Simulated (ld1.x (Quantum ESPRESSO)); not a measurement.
## Reading a pseudo-wave (phosphorus)

Columns: radius, all-electron u(r) and pseudo u(r) of the 3p shell (level -14.22 eV) of phosphorus in the configuration [Ne] 3s2 3p2; PBE, scalar-relativistic, TM semilocal scheme, ld1.x (Quantum ESPRESSO) 7.5.

```csv
r (bohr),all-electron,pseudo
0.098,0.1412,-0.0058
0.195,0.2856,-0.0226
0.292,0.3283,-0.0502
0.390,0.2850,-0.0881
0.488,0.1889,-0.1351
0.585,0.0689,-0.1891
0.682,-0.0582,-0.2490
0.780,-0.1827,-0.3137
0.878,-0.2969,-0.3803
0.975,-0.3967,-0.4458
1.072,-0.4823,-0.5084
1.170,-0.5546,-0.5665
1.268,-0.6130,-0.6172
1.365,-0.6578,-0.6586
1.463,-0.6909,-0.6906
1.560,-0.7127,-0.7123
1.658,-0.7249,-0.7247
1.755,-0.7286,-0.7285
1.852,-0.7252,-0.7252
1.950,-0.7157,-0.7157
2.047,-0.7014,-0.7014
2.145,-0.6830,-0.6830
2.242,-0.6617,-0.6617
2.340,-0.6378,-0.6378
2.438,-0.6122,-0.6122
2.535,-0.5857,-0.5857
```

Q: How many radial nodes do the two functions have?

A: The all-electron 3p function has n − l − 1 = 1; the pseudo-wave has 0, since the states of the same l below it are removed with the core.

Q: At about which radius was the pseudo-wave matched?

A: 1.95 bohr. The columns agree to 0.0005 from 1.46 bohr on; several derivatives are matched, so the curves merge somewhat inside the radius.

Q: Where does each function peak?

A: Outermost all-electron maximum near 1.75 bohr, pseudo maximum near 1.75 bohr (to the table’s step).

Q: Is the pseudo-wave norm-conserving?

A: Yes: the TM semilocal scheme keeps the norm inside the radius equal to the all-electron one, which fixes the energy derivative of the logarithmic derivative at the level.
